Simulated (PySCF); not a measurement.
## Gas-phase XPS of `CS[SiH2][SeH]`, computed

Species: CH6SSeSi.
Atom-mapped SMILES: `[CH3:1][S:2][SiH2:3][SeH:4]`

The calculation used delta-SCF UKS SCAN, pcX-2 on the ionised atom, pcseg-1 elsewhere, spin-free X2C in PySCF. Binding energies are ΔSCF values: E(core-ionised, relaxed orbitals) − E(ground state) at a fixed geometry, referred to the vacuum level.

**Question.** List the computed XPS lines with their assignment.

**Answer.** 
| atom(s) | bonded to | level | binding energy (eV) | 2p1/2 (eV) | count |
| --- | --- | --- | --- | --- | --- |
| Si3 | S, Se and 2 H | Si 2p3/2 | 107.38 | 108.00 | 1 |
| C1 | S and 3 H | C 1s | 291.58 | – | 1 |
| Si3 | S, Se and 2 H | Si 1s | 1847.24 | – | 1 |
| S2 | C and Si | S 1s | 2476.86 | – | 1 |

**Question.** Which effective nuclear charge Zeff reproduces each element's mean 1s value in the hydrogen-like formula E = 13.606 eV × Zeff²?

**Answer.** C (Z = 6): mean 291.6 eV, Zeff = 4.63, Z − Zeff = 1.37; Si (Z = 14): mean 1847.2 eV, Zeff = 11.65, Z − Zeff = 2.35; S (Z = 16): mean 2476.9 eV, Zeff = 13.49, Z − Zeff = 2.51. Means run over the listed sites, weighted by atom count.

**Question.** Which photon wavelength matches the S 1s of S2 threshold?

**Answer.** λ = hc/E = 12398.42 eV Å / 2476.86 eV = 5.006 Å.

Not every level is listed. Spin–orbit and ligand-field terms were added within each 2p shell after the spin-free SCF. 2p1/2 minus 2p3/2 (ligand field included): Si 0.63 eV. No level of selenium is listed. Geometry: PBE0-D3(BJ)/def2-SVP, one conformer, isolated molecule.

Hardware: one thread of an x86-64 server, shared host. Cost: 27 s of wall time.

Shape of the structure used: `[CH3:1][S:2][SiH2:3][SeH:4]`: C1–S2–Si3–Se4 179°, H–Se4–Si3–S2 2°.
